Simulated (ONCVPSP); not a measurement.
tellurium, ONCV: configuration errors across variants

ONCVPSP 4.0.1 input, shortened (lines: element, Z, core and valence counts, functional; n l f; lmax; l rc ep ncon nbas qcut; lloc lpopt rc5 dvloc0; l nproj debl; icmod fcfact rcfact), LDA (Perdew-Wang 92), non-relativistic:

```
  Te 52.00    6    5  -001012      upf
    1    0    2.00
    2    0    2.00
    2    1    6.00
    3    0    2.00
    3    1    6.00
    3    2   10.00
    4    0    2.00
    4    1    6.00
    4    2   10.00
    5    0    2.00
    5    1    4.00
    2
    0    1.50    0.00    3    7    6.20
    1    1.50    0.00    4    8    8.80
    2    1.05    0.00    4    8    8.80
    4    5    1.00    0.00
    0    2    0.90
    1    2    0.70
    2    2    1.90
    1    0.45    0.00
```

All-electron excitation energies from the reference (eV): (1) 4s2 4p6 4d10 5s2 5p3 9.944; (2) 4s2 4p6 4d10 5s2 5p2 28.082; (3) 4s2 4p6 4d10 5s2 5p1 55.196; (4) 4s2 4p6 4d9 5s2 5p5 40.281.

1 further variants failed, have other tests or another functional or relativity, and are left out.

A true bound ghost makes a file unfit for plane-wave use even where its test errors are small: the radial tests pick states by their node count and pass the ghost by.

Errors AE − PS in meV (a dash: test not solved or not reliable):

| change | (1) | (2) | (3) | (4) | bound ghosts | GHOST(+) flags above zero |
| --- | --- | --- | --- | --- | --- | --- |
| base | 0.0 | +0.3 | +0.8 | +25 | none | d |
| s: ncon 4, nbas 8 | 0.0 | +0.1 | +0.3 | +24 | none | s, d |
| s: rc 1.66 | +0.1 | +0.5 | +1.5 | +27 | none | s, d |
| p: qcut 9.6 | +0.1 | +0.3 | +0.8 | +25 | none | d |
| d: rc 1.22 | 0.0 | +0.2 | +0.5 | +36 | none | none |
| local potential polynomial inside 0.95 bohr (lpopt 4, dvloc0 4 Ha) | 0.0 | +0.2 | +0.4 | +24 | none | none |

**Question.** Give the same row for: s: nproj 4.

**Answer.** -0.3, -1.3, -3.2, +9.9; bound ghosts: s; GHOST(+) flags above zero: s, d.
